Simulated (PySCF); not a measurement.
Here is a job for PySCF.
```python
from pyscf import gto, scf, cc

mol = gto.M(
    atom='''
Si    0.051662   -0.039928    0.921536
Cl    1.004528    1.223868   -0.384648
Cl   -1.047073   -1.190987   -0.374264
''',
    basis='aug-cc-pvdz',
    charge=0,
    spin=0,
    verbose=4,
    max_memory=1800,
)

mf = scf.RHF(mol)
mf.kernel()

mycc = cc.CCSD(mf, frozen=15)
mycc.kernel()
print('E(CCSD) = %.10f' % mycc.e_tot)
```

What does this run give for the SCF-reference dipole moment, total energy, number of basis functions, SCF-reference Mulliken (on the basis functions themselves) charges in atom order, coupled-cluster correlation energy (without the perturbative part), T1 diagnostic?


| Property | Result |
|---|---|
| SCF-reference dipole moment | 0.90 D |
| total energy | -1208.416830 Ha |
| number of basis functions | 81 |
| SCF-reference Mulliken (on the basis functions themselves) charges in atom order | Si1 0.86, Cl2 -0.43, Cl3 -0.43 |
| coupled-cluster correlation energy (without the perturbative part) | -0.4043 Eh |
| T1 diagnostic | 0.014 |
